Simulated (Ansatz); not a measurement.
CrF2O2, singlet, at a GFN2-xTB geometry (such geometries of metal compounds can be far from the true shape); HF/def2-SV(P) in Ansatz (an electronic-structure program).

The Ansatz input:
Ansatz 0.2 input:
```yaml
crystal:
  periodic: [false, false, false]
  atoms:
    - {symbol: Cr, position_ang: [0.05209847, -0.00918190, 0.01711959]}
    - {symbol: O, position_ang: [1.23511899, -0.33445517, -0.92728600]}
    - {symbol: O, position_ang: [0.50205912, 0.02829272, 1.49812372]}
    - {symbol: F, position_ang: [-0.56708148, 1.48699299, -0.39379254]}
    - {symbol: F, position_ang: [-1.11600608, -1.19036352, -0.15927100]}
basis:
  gaussian:
    orbitals: def2-SV_P_.json
hamiltonian:
  xc: hf
```
The basis file holds def2-SV(P) in the JSON format of the Basis Set Exchange.

Problem. Predict the main parts of the log of this Ansatz run.

Solution. 
```
Functional definition: HF
874 factors; integrals over basis functions are off by at most 3.3e-4 eV
mean field evaluation 1: about -37829.8496 eV, gradient 1.1e2 eV
mean field evaluation 2: about -37829.9913 eV, gradient 1.1e2 eV
mean field evaluation 4: about -37854.3732 eV, gradient 2.6e1 eV
mean field evaluation 8: about -37855.5035 eV, gradient 7.4e-1 eV
mean field evaluation 16: about -37855.5316 eV, gradient 2.4e-5 eV
mean field evaluation 32: about -37840.0479 eV, gradient 5.5e1 eV
mean field evaluation 64: about -37846.7347 eV, gradient 6.1e0 eV
mean field evaluation 96: about -37844.0807 eV, gradient 2.3e1 eV
mean field evaluation 128: about -37834.6891 eV, gradient 6.3e1 eV
mean field -37855.53157371 eV, -1391.1651259328 hartree, gradient 2.5e-5 eV, S^2 0.000000; 0 other end points of the search recorded, 0 dependent functions left out
reference -37855.53157371 eV, -1391.1651259328 hartree; 29, 29 occupied and 51, 51 virtual orbitals, 874 factors
Total energy: -37855.53157371 eV, -1391.1651259328 hartree
```
